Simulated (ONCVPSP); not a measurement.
# Pseudopotential generation for aluminium (Al): ONCV, LDA (Perdew-Wang 92), scalar-relativistic.

| Item | Value |
| --- | --- |
| Element | Al (Z = 13) |
| Generator | ONCVPSP 4.0.1 |
| Type | optimised norm-conserving Vanderbilt (ONCV) |
| Functional | LDA (Perdew-Wang 92) |
| Relativity | scalar-relativistic |
| Frozen core | [Ne] |
| Valence charge | 3 |
| Reference configuration | 3s2 3p1 |
| Partial waves | 3s: rc 2.25 bohr, ncon 3, nbas 7, qcut 3.8 1/bohr, 2 projectors, debl 0.5 Ha; 3p: rc 2.00 bohr, ncon 4, nbas 8, qcut 3.8 1/bohr, 2 projectors, debl 3.3 Ha; d scattering state at 0.14 Ha: rc 1.75 bohr, ncon 4, nbas 7, qcut 5.6 1/bohr, 2 projectors, debl 0.5 Ha |
| Local potential | polynomial inside 1.75 bohr (lpopt 5, dvloc0 4 Ha) |
| Core correction | Teter function, fcfact 5, rcfact 1.7 |

All-electron outer shells of the reference configuration (LDA (PZ), scalar-relativistic, ld1.x):

```tsv
shell	level (eV)	outermost node (bohr)	outermost maximum (bohr)
2s	-107.50	0.17	0.50
2p	-69.71	–	0.43
3s	-7.84	0.80	2.06
3p	-2.79	0.82	2.64
```

Q: Does the generator finish with these settings?

A: Yes, a potential is produced and its reference levels are reproduced.

Q: Estimate the cutoffs (Ha) at which the residual kinetic energy of the hardest occupied pseudo-wave falls to 1 and 0.1 mHa per electron.

A: 5.0 Ha and 6.7 Ha. The cutoffs count occupied waves only; projector 2 of the p channel, the hardest unoccupied one, needs 14 Ha at the loose tolerance.

Q: What does a ghost test show?

A: No bound ghost flagged; no localised positive-energy state flagged.

Q: Which valence shell sets the plane-wave cutoff?

A: 3s: 5 Ha for 1 mHa per electron, against 2 Ha for 3p.

Q: Tests: 3s2 3p0; 3s1 3p0; 3s2 3p0.5; 3s1 3p1. Which has the largest error in its energy relative to the reference configuration, and how large is it?

A: 3s1 3p0, with -134 meV (all-electron minus pseudo) on +25.21 eV.
